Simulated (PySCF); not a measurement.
Curvature of the energy in the electron number along group 14, charge +1

Calculated with PySCF 2.14, in def2-TZVP, non-relativistic, def2-TZVP with the def2 core potential (28 electrons), ECP, def2-TZVP with the def2 core potential (60 electrons), ECP: one orbital is emptied in steps, and each cell gives the departure of E from the straight line at half an electron, in eV (from a cubic fit). The exact functional gives zero.

| species | orbital | LDA | PBE | r2SCAN | PBE0 | BHandHLYP | LC-wPBE | wB97X | UHF |
| --- | --- | --- | --- | --- | --- | --- | --- | --- | --- |
| C⁺ | 2p alpha | -1.77 | -1.74 | -1.57 | -1.26 | -0.80 | -0.51 | -0.57 | 0.17 |
| Si⁺ | 3p alpha | -1.08 | -1.05 | -0.97 | -0.77 | -0.51 | -0.10 | -0.17 | 0.09 |
| Ge⁺ | 4p alpha | -1.05 | -1.01 | -0.94 | -0.73 | -0.49 | -0.09 | -0.18 | 0.08 |
| Sn⁺ | 5p alpha | -0.94 | -0.90 | -0.84 | -0.65 | -0.45 | -0.04 | -0.14 | 0.07 |
| Pb⁺ | 6p alpha | -0.90 | -0.88 | -0.80 | -0.64 | -0.44 | -0.03 | -0.12 | 0.06 |

Q: How does the mean departure depend on the functional?

A: LDA -1.15 eV; PBE -1.12 eV; r2SCAN -1.02 eV; PBE0 -0.81 eV; BHandHLYP -0.54 eV; LC-wPBE -0.15 eV; wB97X -0.24 eV; UHF 0.09 eV. Semilocal functionals are convex (delocalisation error), Hartree-Fock is concave or straight, and exact exchange removes curvature roughly in proportion to its share, so among the functionals the range-separated hybrids usually come closest to zero.

No spin-orbit coupling is included.
